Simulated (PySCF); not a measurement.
# SnF at PBE0

Computed with PBE0; Sn cc-pVTZ-PP with ECP28, F cc-pVTZ; scalar-relativistic core potentials (PySCF 2.14).

```
state                                           : ²Π (doublet), unpaired electrons π ↑
bond length                                     : 1.957 Å
harmonic wavenumber                             : 585 cm⁻¹
force constant                                  : 3.30 mdyn/Å
rotational constant Be                          : 0.2685 cm⁻¹
anharmonicity ωexe                              : 2.51 cm⁻¹
vibration–rotation constant αe                  : 0.00170 cm⁻¹
well depth De to Sn + F                         : 464 kJ/mol
dissociation energy D0                          : 461 kJ/mol
bond order (Mayer)                              : 0.96
dipole moment (positive dipole means Sn(−)F(+)) : -2.61 D
```

Spin–orbit coupling is left out, which matters for elements this heavy, above all for dissociation energies. The state was picked by a PBE0 search and need not be the measured ground state.
